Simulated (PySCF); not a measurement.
## Telling isomers of C₂H₉B₂N apart by NMR

- J: B3LYP/pcJ-1 (spin–dipole term left out of most H,H and C,H couplings)
- geometry from PBE0-D3(BJ)/def2-SVP
- shielding tensors at PBE0/pcSseg-1 (GIAO)
- code: PySCF 2.14.0 with density-fitted response routines
- gas phase, rapidly exchanging positions averaged, one conformer, relativity neglected

Referencing at the same level of theory: TMS for ¹H and ¹³C. Multiplet labels drop J under 1 Hz and among equivalent protons, and merge close values. Unscaled 3J(H,H) run several per cent high. Vicinal couplings that depend on rotamer populations or ring flexing (ring, CH–CH, X–H and H–F types) are those of the one conformer. Couplings to H on boron are left out. Carbons bonded to boron are broad in practice. Shifts are as computed. Against solution values, carbons near 30 ppm lie about +2 ppm off and those near 130 ppm about +5 ppm. Of 1313 compounds with measured shifts, 239 miss one by over three times the rms of a fit or turn the order of signals round; such compounds aren't used in these exercises. OH and NH positions are gas-phase values without hydrogen bonding to other molecules.

(1) Tabulate the signals of `BNBCC`, `BN(B)CC` and their relative energies.

(2) What is the quickest way to tell BNBCC from BN(B)CC?

Answers

(1) 
```json
{"SMILES": "BNBCC", "carbon types": "1×CH2 1×CH3", "δC": "17.9, 7.7", "δH": "7.28 (br s, 1H), 5.74 (br, 1H), 5.55 (br, 2H), 1.26 (q, 2H), 0.99 (t, 3H)", "E rel. (kcal/mol)": "0.0"}
{"SMILES": "BN(B)CC", "carbon types": "1×CH2 1×CH3", "δC": "55.6, 23.4", "δH": "5.67 (br, 4H), 3.48 (q, 2H), 1.22 (t, 3H)", "E rel. (kcal/mol)": "16.6"}
```

Energies are electronic energies at PBE0/pcSseg-1 on these geometries, without zero-point or thermal terms, each for the one conformer computed, which needn't be the lowest.

(2) Both give the same number of carbon signals, with the same numbers of each carbon type, so the positions decide. The first has an sp3 CH2 bonded to B at 17.9 ppm, the second an sp3 CH2 bonded to N at 55.6 ppm.
